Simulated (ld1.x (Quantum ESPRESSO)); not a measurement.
# Ranking RRKJ potentials for B (Z = 5)

All share these settings but for the change named:

ld1.x (Quantum ESPRESSO) 7.5 input, shortened:

```
&input
   title='B', zed=5., rel=1, dft='PZ', iswitch=3,
   config='[He] 2s2 2p1 3d-2'
 /
 &inputp
   pseudotype=2, tm=.false., lloc=0,
   nlcc=.true., rcore=0.70
 /
3
2P  2  1   1.00   0.00  3.25  3.25  0.0
3D  3  2  -2.00   0.05  2.60  2.60  0.0
2S  1  0   2.00   0.00  1.20  1.20  0.0
 &test
   configts(1)='2s2 2p1'
 /
```

Test errors are all-electron minus pseudo excitation energies from the reference, over 2s2 2p0; 2s1 2p0; 2s2 2p0.5; 2s2 2p1.3; 2s1 2p2; 2s1 2p1; 2s0 2p3. None of these files shows a bound ghost.

The base gives 453.3 meV.

Of 10 variants that were run, those that failed, showed a ghost or another fault, or gave nearly equal values are left out.

A variant can come out equal or close to the base, since the largest error may sit in a test that the change hardly touches while other tests move.

(1) Rank these variants by their largest absolute test error, smallest first.
A. local potential the p channel
B. wave 3d channel at 0.05 Ry: rc 2.60 bohr becomes 3d channel at 0.05 Ry: rc 3.38 bohr
C. all radii but the core radius scaled by about 1.40 (s 1.68, p 4.54, d 3.64 bohr)

Answers

(1) A (339.3 meV), B (453.3 meV), C (1299.6 meV).
